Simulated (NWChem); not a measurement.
System: CHBF4; SMILES FBC(F)(F)F

Here is an NWChem input.

```
start job
memory heap 200 mb stack 900 mb global 1100 mb
geometry units angstroms noautoz
  B      0.672843    -1.074823     0.001545
  C      0.016367     0.395701     0.000234
  F     -1.317174     0.388797    -0.000293
  F      0.420237     1.075921    -1.083618
  F      0.419364     1.078057     1.082996
  F     -0.119511    -2.114330    -0.000414
  H      1.867982    -1.219157     0.004009
end
basis spherical
  B library def2-tzvpp
  C library def2-tzvpp
  F library def2-tzvpp
  H library def2-tzvpp
end
dft
  xc pbe0
  iterations 150
  semidirect filesize 400000000
  mulliken
end
task dft energy
```

Output (shortened):

```
             Northwest Computational Chemistry Package (NWChem) 7.3.0
             --------------------------------------------------------

 CS  symmetry detected

                             Geometry "geometry" -> ""
                             -------------------------

 Output coordinates in angstroms (scale by  1.889725989 to convert to a.u.)

  No.       Tag          Charge          X              Y              Z
 ---- ---------------- ---------- -------------- -------------- --------------
    1 B                    5.0000     0.69575335    -1.05304549     0.00000000
    2 C                    6.0000     0.00889698     0.40353638     0.00000000
    3 F                    9.0000    -1.32421331     0.36895636     0.00000000
    4 F                    9.0000     0.39810265     1.09305067    -1.08330663
    5 F                    9.0000     0.39810265     1.09305067     1.08330663
    6 F                    9.0000    -0.07485656    -2.10877415     0.00000000
    7 H                    1.0000     1.89363246    -1.17254294     0.00000000

 Effective nuclear repulsion energy (a.u.)     243.0763467127

      Symmetry information
      --------------------

 Group name             Cs
 Group number              2
 Group order               2
 No. of unique centers     6

                                 NWChem DFT Module
                                 -----------------

 Summary of "ao basis" -> "ao basis" (spherical)
 ------------------------------------------------------------------------------
       Tag                 Description            Shells   Functions and Types
 ---------------- ------------------------------  ------  ---------------------
 B                         def2-tzvpp               11       31   5s3p2d1f
 C                         def2-tzvpp               11       31   5s3p2d1f
 F                         def2-tzvpp               11       31   5s3p2d1f
 H                         def2-tzvpp                6       14   3s2p1d

      Symmetry analysis of basis
      --------------------------

        a'        125
        a"         75

            General Information
            -------------------
          SCF calculation type: DFT
          Wavefunction type:  closed shell.
          No. of atoms     :     7
          No. of electrons :    48
           Alpha electrons :    24
            Beta electrons :    24
          Charge           :     0
          Spin multiplicity:     1
          Use of symmetry is: on ; symmetry adaption is: on
          Maximum number of iterations: 150
          AO basis - number of functions:   200
                     number of shells:    72
          Convergence on energy requested:  1.00D-06
          Convergence on density requested:  1.00D-05
          Convergence on gradient requested:  5.00D-04

              XC Information
              --------------
                         PBE0 Method XC Functional
                     Hartree-Fock (Exact) Exchange  0.250
          PerdewBurkeErnzerhof Exchange Functional  0.750
            Perdew 1991 LDA Correlation Functional  1.000 local
           PerdewBurkeErnz. Correlation Functional  1.000 non-local

             Grid Information
             ----------------
          Grid used for XC integration:  medium
          Radial quadrature: Mura-Knowles
          Angular quadrature: Lebedev.
          Tag              B.-S. Rad. Rad. Pts. Rad. Cut. Ang. Pts.
          ---              ---------- --------- --------- ---------
          B                   0.85       49           8.0       434
          C                   0.70       49           9.0       434
          F                   0.50       49          10.0       434
          H                   0.35       45           9.0       434
          Grid pruning is: on
          Number of quadrature shells:   290
          Spatial weights used:  Erf1

      Superposition of Atomic Density Guess
      -------------------------------------

 Sum of atomic energies:        -460.37816373

      Non-variational initial energy
      ------------------------------

 Total energy =    -462.068665
 1-e energy   =   -1124.175372
 2-e energy   =     419.030360
 HOMO         =      -0.342090
 LUMO         =      -0.004052

      Symmetry analysis of molecular orbitals - initial
      -------------------------------------------------

  Numbering of irreducible representations:

     1 a'          2 a"

  Orbital symmetries:

     1 a'          2 a'          3 a'          4 a"          5 a'
     6 a'          7 a'          8 a'          9 a'         10 a"
    11 a'         12 a'         13 a'         14 a"         15 a'
    16 a'         17 a"         18 a"         19 a'         20 a"
    21 a'         22 a"         23 a'         24 a'         25 a"
    26 a'         27 a'         28 a'         29 a"         30 a'
    31 a'         32 a'         33 a"         34 a'

------------------------------------------------------------
EAF file 0: "./job.aoints.0" size=392167424 bytes
------------------------------------------------------------
               write      read    awrite     aread      wait
               -----      ----    ------     -----      ----
     calls:      748         0         0         0         0
   data(b): 3.92e+08  0.00e+00  0.00e+00  0.00e+00
   time(s): 0.00e+00  0.00e+00  0.00e+00  0.00e+00  0.00e+00
rate(mb/s): 0.00e+00  0.00e+00
------------------------------------------------------------

     ---------------------------------------------
      Total Density - Mulliken Population Analysis
     ---------------------------------------------

    Atom       Charge   Shell Charges
 -----------   ------   -------------------------------------------------------
    1 B    5     4.45   0.92  1.06  0.54  0.51  0.08  0.68  0.47  0.05  0.06  0.04  0.02
    2 C    6     4.96   0.85  1.13  0.49  0.58  0.06  0.77  0.75  0.08  0.05  0.17  0.03
    3 F    9     9.37   0.77  1.20  0.61  1.00  0.31  2.33  2.31  0.83  0.00  0.01  0.00
    4 F    9     9.37   0.77  1.20  0.61  1.00  0.31  2.33  2.31  0.83  0.00  0.01  0.00
    5 F    9     9.37   0.77  1.20  0.61  1.00  0.31  2.33  2.31  0.83  0.00  0.01  0.00
    6 F    9     9.39   0.77  1.20  0.61  0.99  0.31  2.36  2.32  0.82  0.00  0.01  0.00
    7 H    1     1.07   0.25  0.53  0.28  0.00  0.01  0.00

   convergence    iter        energy       DeltaE   RMS-Dens  Diis-err
 ---------------- ----- ----------------- --------- --------- ---------
 d= 0,ls=0.0,diis     1   -462.5304641313 -7.06D+02  5.90D-03  2.03D+00
 d= 0,ls=0.0,diis     2   -462.3865250672  1.44D-01  3.20D-03  4.26D+00
 d= 0,ls=0.0,diis     3   -462.7194596993 -3.33D-01  5.75D-04  4.43D-02
 d= 0,ls=0.0,diis     4   -462.7213218393 -1.86D-03  2.43D-04  1.45D-02
 d= 0,ls=0.0,diis     5   -462.7223119969 -9.90D-04  5.61D-05  1.11D-03
  Resetting Diis
 d= 0,ls=0.0,diis     6   -462.7223916855 -7.97D-05  1.19D-05  1.55D-05
 d= 0,ls=0.0,diis     7   -462.7223929194 -1.23D-06  5.27D-06  1.56D-06
 d= 0,ls=0.0,diis     8   -462.7223929188  6.00D-10  2.62D-06  1.94D-06

         Total DFT energy =     -462.722392918812
      One electron energy =    -1125.403064495625
           Coulomb energy =      470.934025611580
    Exchange-Corr. energy =      -51.329700747484
 Nuclear repulsion energy =      243.076346712717

 Numeric. integr. density =       48.000003219714

                  Occupations of the irreducible representations
                  ----------------------------------------------

                     irrep           alpha         beta
                     --------     --------     --------
                     a'               17.0         17.0
                     a"                7.0          7.0

                       DFT Final Molecular Orbital Analysis
                       ------------------------------------

 Vector   22  Occ=2.000000D+00  E=-4.477759D-01  Symmetry=a'
              MO Center=  7.7D-01, -2.3D-01, -9.6D-14, r^2= 3.0D+00
   Bfn.  Coefficient  Atom+Function         Bfn.  Coefficient  Atom+Function
  ----- ------------  ---------------      ----- ------------  ---------------
     4      0.209154  1 B  s                161     -0.184883  6 F  px
   188      0.180913  7 H  s                100      0.171347  4 F  py
   131      0.171347  5 F  py                99     -0.159980  4 F  px
   130     -0.159980  5 F  px                 3      0.158570  1 B  s
   164     -0.148737  6 F  px                 6      0.143435  1 B  px

 Vector   23  Occ=2.000000D+00  E=-4.399527D-01  Symmetry=a"
              MO Center= -2.2D-01,  8.3D-01,  9.2D-15, r^2= 2.0D+00
   Bfn.  Coefficient  Atom+Function         Bfn.  Coefficient  Atom+Function
  ----- ------------  ---------------      ----- ------------  ---------------
    70      0.318752  3 F  pz                73      0.264852  3 F  pz
    99     -0.247592  4 F  px               130      0.247592  5 F  px
   102     -0.205897  4 F  px               133      0.205897  5 F  px
    76      0.169661  3 F  pz               101     -0.142325  4 F  pz
   132     -0.142325  5 F  pz               105     -0.132700  4 F  px

 Vector   24  Occ=2.000000D+00  E=-3.616067D-01  Symmetry=a'
              MO Center=  4.1D-01, -4.0D-01, -1.0D-14, r^2= 2.7D+00
   Bfn.  Coefficient  Atom+Function         Bfn.  Coefficient  Atom+Function
  ----- ------------  ---------------      ----- ------------  ---------------
    38      0.208731  2 C  py                 6      0.186577  1 B  px
    35     -0.167922  2 C  s                188      0.166889  7 H  s
     7     -0.165638  1 B  py               100     -0.162009  4 F  py
   131     -0.162009  5 F  py               161     -0.157378  6 F  px
    69     -0.153050  3 F  py                41      0.145773  2 C  py

 Vector   25  Occ=0.000000D+00  E=-7.023695D-02  Symmetry=a"
              MO Center=  6.6D-01, -9.2D-01,  2.7D-15, r^2= 2.2D+00
   Bfn.  Coefficient  Atom+Function         Bfn.  Coefficient  Atom+Function
  ----- ------------  ---------------      ----- ------------  ---------------
    11      0.434312  1 B  pz                 8      0.387502  1 B  pz
    14      0.348251  1 B  pz               169     -0.199141  6 F  pz
   163     -0.191793  6 F  pz               166     -0.151657  6 F  pz
   100     -0.097572  4 F  py               131      0.097572  5 F  py
    42      0.093457  2 C  pz               103     -0.083490  4 F  py

 Vector   26  Occ=0.000000D+00  E= 4.040770D-02  Symmetry=a'
              MO Center=  3.2D-01, -1.6D+00, -8.8D-15, r^2= 5.2D+00
   Bfn.  Coefficient  Atom+Function         Bfn.  Coefficient  Atom+Function
  ----- ------------  ---------------      ----- ------------  ---------------
     5      2.007590  1 B  s                  4     -1.231054  1 B  s
    13     -0.462726  1 B  py                10      0.427159  1 B  py
   189     -0.337276  7 H  s                 36     -0.311107  2 C  s
   160      0.263560  6 F  s                 67     -0.253426  3 F  s
    43     -0.233918  2 C  px               168      0.234199  6 F  py

 Vector   27  Occ=0.000000D+00  E= 7.637103D-02  Symmetry=a'
              MO Center=  1.4D+00,  4.3D-02,  1.3D-15, r^2= 6.0D+00
   Bfn.  Coefficient  Atom+Function         Bfn.  Coefficient  Atom+Function
  ----- ------------  ---------------      ----- ------------  ---------------
     5      3.363313  1 B  s                 36     -2.920907  2 C  s
    13      1.802701  1 B  py                44      1.149122  2 C  py
   189     -0.788058  7 H  s                 43     -0.637381  2 C  px
     9     -0.478794  1 B  px                10      0.397197  1 B  py
     4      0.339891  1 B  s                 41      0.309809  2 C  py

------------------------------------------------------------
EAF file 0: "./job.aoints.0" size=538443776 bytes
------------------------------------------------------------
               write      read    awrite     aread      wait
               -----      ----    ------     -----      ----
     calls:     1027         7         0      7182      7182
   data(b): 5.38e+08  3.67e+06  0.00e+00  3.77e+09
   time(s): 0.00e+00  0.00e+00  0.00e+00  0.00e+00  0.00e+00
rate(mb/s): 0.00e+00  0.00e+00
------------------------------------------------------------

     ---------------------------------------------
      Total Density - Mulliken Population Analysis
     ---------------------------------------------

    Atom       Charge   Shell Charges
 -----------   ------   -------------------------------------------------------
    1 B    5     4.74   0.91  1.06  0.54  0.42  0.06  0.95  0.56  0.06  0.08  0.08  0.03
    2 C    6     5.59   0.85  1.12  0.54  0.56 -0.01  1.17  0.91  0.08  0.07  0.26  0.04
    3 F    9     9.16   0.77  1.20  0.61  0.99  0.34  2.27  2.14  0.82  0.00  0.02  0.00
    4 F    9     9.16   0.77  1.20  0.61  0.99  0.34  2.27  2.14  0.82  0.00  0.02  0.00
    5 F    9     9.16   0.77  1.20  0.61  0.99  0.34  2.27  2.14  0.82  0.00  0.02  0.00
    6 F    9     9.18   0.77  1.20  0.61  0.97  0.36  2.28  2.13  0.85  0.00  0.01  0.00
    7 H    1     1.01   0.26  0.52  0.22  0.00  0.01  0.00

     -------------------------------------------
      Total Density - Lowdin Population Analysis
     -------------------------------------------

    Atom       Charge   Shell Charges
 -----------   ------   -------------------------------------------------------
    1 B    5     5.37   0.95  0.99  0.34  0.28  0.15  0.81  0.75  0.24  0.15  0.50  0.21
    2 C    6     6.66   0.91  1.03  0.37  0.30  0.17  1.02  1.09  0.44  0.11  0.98  0.25
    3 F    9     8.78   0.86  1.10  0.59  0.68  0.36  2.13  2.12  0.91  0.00  0.03  0.00
    4 F    9     8.79   0.86  1.10  0.59  0.68  0.36  2.13  2.12  0.91  0.00  0.03  0.00
    5 F    9     8.79   0.86  1.10  0.59  0.68  0.36  2.13  2.12  0.91  0.00  0.03  0.00
    6 F    9     8.62   0.86  1.10  0.57  0.65  0.34  2.13  2.06  0.89  0.00  0.02  0.00
    7 H    1     1.00   0.25  0.44  0.23  0.01  0.06  0.01

     Multipole analysis of the density
     ---------------------------------

     L   x y z        total         alpha         beta         nuclear
     -   - - -        -----         -----         ----         -------
     0   0 0 0     -0.000000    -24.000000    -24.000000     48.000000

     1   1 0 0      0.410608      0.205304      0.205304      0.000000
     1   0 1 0     -0.405424     -0.202712     -0.202712     -0.000000
     1   0 0 1     -0.000000     -0.000000     -0.000000      0.000000

     2   2 0 0    -23.693186    -55.934462    -55.934462     88.175738
     2   1 1 0     -1.003927      1.294248      1.294248     -3.592422
     2   1 0 1      0.000000      0.000000      0.000000      0.000000
     2   0 2 0    -25.005323   -138.649832   -138.649832    252.294342
     2   0 1 1      0.000000      0.000000      0.000000      0.000000
     2   0 0 2    -23.095315    -49.265165    -49.265165     75.435014
```

Level: PBE0/def2-TZVPP. The geometry was optimised at PBE0/def2-SVP.
